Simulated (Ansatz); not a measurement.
The lowest singlet and triplet of PH (SMILES [PH]); geometries from B3LYP-D3(BJ)/def2-TZVP, each state relaxed from the structure named, with no frequency check, low spin by broken symmetry.
Singlet at the triplet's geometry (charge 0, multiplicity 1):
```xyz
2

P      0.0000     0.0000    -0.0893
H      0.0000     0.0000     1.3392
```

A positive gap puts the triplet lower; no zero-point energy. R- takes a restricted singlet, here one determinant of a half-filled degenerate or near-degenerate pair, which mixes singlet states. The triplet is unrestricted in single-reference levels. Active spaces average the two states.

Correlated levels freeze the cores.

Programs: Ansatz (Gaussian basis) for Hartree–Fock, density functionals and correlated methods. 

Problem. Give the gap E(singlet) − E(triplet), vertical, at the triplet's geometry at the level R-r2SCAN/def2-TZVPP.

Solution. 40.5 kcal/mol

Problem. Predict the gap E(singlet) − E(triplet), vertical, at the triplet's geometry from FIC-MRCISD+Q on SA-CASSCF(6,5)/cc-pV(Q+d)Z.

Solution. 21.8 kcal/mol

Problem. Estimate the gap E(singlet) − E(triplet), vertical, at the triplet's geometry that R-PBE0/def2-TZVPP returns for this input.

Solution. 36.5 kcal/mol

Doubts at one or more of the structures used: a restricted determinant that unrestricted orbitals would lower (R-r2SCAN/def2-TZVPP, R-PBE0/def2-TZVPP).

Ansatz is a quantum-chemistry and plane-wave program.
